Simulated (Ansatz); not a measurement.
`CNB(Cl)Cl` → `[CH2]` (triplet) + `NB(Cl)Cl` at 600 K and 1 bar (formal loss of a carbene).

Computed with Ansatz on PBE0-D4/def2-TZVP structures; ΔE is electronic, products minus reactants. CCSD(T)/CBS adds triple-zeta CCSD(T) − MP2 to the extrapolated MP2 energy (def2 sets, frozen cores). This one scheme is used for every species. Triplets are unrestricted, without spin–orbit coupling. One conformer a species, not always the lowest.

| species | CCSD(T)/CBS energy (Eh) | H − E (kJ/mol) | S (J/(mol·K)) |
| --- | --- | --- | --- |
| `CNB(Cl)Cl` | -1039.64309 | 216.9 | 412.4 |
| `[CH2]` (triplet) | -39.09499 | 66.5 | 220.8 |
| `NB(Cl)Cl` | -1000.39362 | 129.9 | 352.8 |

H − E and S are ideal-gas, rigid-rotor, harmonic terms from PBE0-D4/def2-TZVP, for one conformer and one mirror image of each species, with the whole ground term of open shells counted as degenerate. 1 Eh = 2625.50 kJ/mol, R = 8.31446 J/(mol·K).

Q: By hand: ΔE, ΔH, ΔS and ΔG.

A: ΔE = (-39.09499) + (-1000.39362) − (-1039.64309) = 0.15448 Eh = 405.6 kJ/mol. Δ(H − E) = 66.5 + 129.9 − 216.9 = -20.5, so ΔH = 385.1 kJ/mol. ΔS = 220.8 + 352.8 − 412.4 = 161.2 J/(mol·K). ΔG = 385.1 − 600 × (161.2)/1000 = 288.4 kJ/mol.

Q: By hand: the equilibrium constant, and the temperature at which ΔG would vanish if ΔH and ΔS stayed fixed.

A: log₁₀ K = −ΔG/(RT ln 10) = -25.1. ΔG = 0 at ΔH/ΔS = 2389 K.

The number of gas molecules changes by +1, which sets the sign of ΔS. A doubt of 5 kJ/mol in ΔE shifts log₁₀ K by 0.4 here. Other conformers and mirror images would add mixing entropy, several J/(mol·K) or more a flexible species. A triplet takes part, so the spin changes. These are equilibria of isolated gas molecules and say nothing of rates. Largest T1 diagnostic: 0.011 (customary marks: 0.02 for closed shells, 0.045 for open ones).
